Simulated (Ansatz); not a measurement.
```yaml
crystal:
  periodic: [false, false, false]
  atoms:
    - {symbol: N, position_ang: [-1.191279, 1.468348, 1.209230]}
    - {symbol: C, position_ang: [-0.140834, 0.878758, 0.663969]}
    - {symbol: C, position_ang: [-0.467642, -0.190006, -0.191903]}
    - {symbol: Si, position_ang: [1.188983, -1.512803, -0.931695]}
    - {symbol: H, position_ang: [-2.148408, 1.201737, 0.670174]}
    - {symbol: H, position_ang: [-1.108312, 2.207808, 1.733019]}
    - {symbol: H, position_ang: [0.592098, 0.980274, 0.770804]}
    - {symbol: H, position_ang: [-1.149001, -0.696955, -0.438556]}
    - {symbol: H, position_ang: [1.301972, -2.579879, -0.398818]}
    - {symbol: H, position_ang: [2.258254, -0.461177, -0.216685]}
    - {symbol: H, position_ang: [1.153781, -1.358254, -2.630234]}
basis:
  gaussian: {orbitals: aug-cc-pVDZ, fitting: {mean_field: def2-universal-jkfit}}
hamiltonian: {xc: {name: wB97M-V}}
scf: {max_iter: 3}
output: {forces: true}
```

```sh
$ ansatz run in.yaml --threads 2 --pin off --events-out ev --progress --plain --max-ram 4352MiB
```

Shortened log:

```
Error: invalid value for `basis.gaussian`: such a run doesn't read scf.max_iter; remove what it names
```

(1) What is wrong with this run?

Answers

(1) The input holds a key that doesn't belong there. The input was rejected before any iteration.
